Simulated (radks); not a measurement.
Results of a calculation; reference values are marked as such.
Valence configurations of Lu IV (all share [Xe]). Level of theory: Dirac Kohn-Sham, PBE, spin-unpolarised, spherical densities, point nucleus; open shells fill j = l - 1/2 first (a radial shooting solver on a logarithmic mesh with Libxc functionals). Energies are relative to 4f14; eigenvalues in eV.

4f14: E (eV) 0.000; e(4f5/2) -36.996; e(4f7/2) -35.467
4f13.5 6p0.5: E (eV) 9.240; e(4f5/2) -42.867; e(4f7/2) -41.299; e(6p1/2) -20.521
4f13.5 5d0.5: E (eV) 5.678; e(4f5/2) -40.689; e(4f7/2) -39.123; e(5d3/2) -26.418
4f13 5d1: E (eV) 12.738; e(4f5/2) -44.564; e(4f7/2) -42.959; e(5d3/2) -27.394
4f13 6s1: E (eV) 14.964; e(4f5/2) -47.954; e(4f7/2) -46.347; e(6s1/2) -27.030
4f12 6p2: E (eV) 51.766; e(4f5/2) -62.131; e(4f7/2) -60.442; e(6p1/2) -24.070
4f13 6p1: E (eV) 20.841; e(4f5/2) -49.035; e(4f7/2) -47.427; e(6p1/2) -21.751
4f13.5 6s0.5: E (eV) 6.420; e(4f5/2) -42.319; e(4f7/2) -40.751; e(6s1/2) -25.848
4f12 6s2: E (eV) 39.016; e(4f5/2) -60.052; e(4f7/2) -58.363; e(6s1/2) -29.387
4f12 5d1 6p1: E (eV) 40.815; e(4f5/2) -57.408; e(4f7/2) -55.722; e(5d3/2) -32.561; e(6p1/2) -22.359

NIST lists [Xe] 4f14 as the ground configuration; this level of theory agrees among the configurations tried. The energies are those of spherical spin-averaged densities, not of single terms.
